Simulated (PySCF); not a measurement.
Molecule: Al(F)2(SiH3), H3AlF2Si, SMILES [F][Al]([F])[SiH3], singlet. Atoms near the plane z = 0.0 Å, at the B3LYP/def2-SVP optimised geometry (x, y, z in Å): Si4 (-0.5, -0.4, 0.0), H5 (-1.0, 1.0, 0.0), H6 (1.0, -0.4, 0.0).

Calculation: B3LYP/def2-TZVP run with PySCF. Cells within 0.4 Å of a nucleus heavier than hydrogen are left out (blank, or x). The values are rescaled to run from 0 to 1.

```
|00000000000000000000000000000|
|00000000000000000000000000000|
|00000000000000000000000000000|
|00000000111111000000000000000|
|00000011222222110000000000000|
|00000122333333211000000000000|
|00001233444444322100000000000|
|00001234556655432210000000000|
|00012345667765543221100000000|
|00012345688876544332211000000|
|00012456789877654443321100000|
|00023456788887665554432100000|
|00123456778887766665443210000|
|00123456678887777776543210000|
|001234556789x9878887654321000|
|00123455679xxx988898754321000|
|00123455679xxx988898754321000|
|001234556789x9878887654321000|
|00123455677777777776543210000|
|00123445667776666665443210000|
|00123345566666555554432100000|
|00112344555555544443321100000|
|00112334445544443332210000000|
|00012233344443332221100000000|
|00011222333333221110000000000|
|00011222222222111000000000000|
|00011222221111100000000000000|
|00011111111100000000000000000|
|00001111110000000000000000000|
```
Scale: ten equal steps from 0.000 (start of '0') to 1.00 (end of '9'), in the order '0123456789'; x runs from -3.50 to 3.50, y from -3.50 (bottom) to 3.50 (top).

### Question
Which quantity is mapped?
A. log10 of the electron density
B. electrostatic potential
C. deformation density (molecule minus spherical neutral atoms)
D. electron localisation function

### Answer
A, log10 of the electron density. In full: log10 of the electron density (e/bohr³), floored at −4.
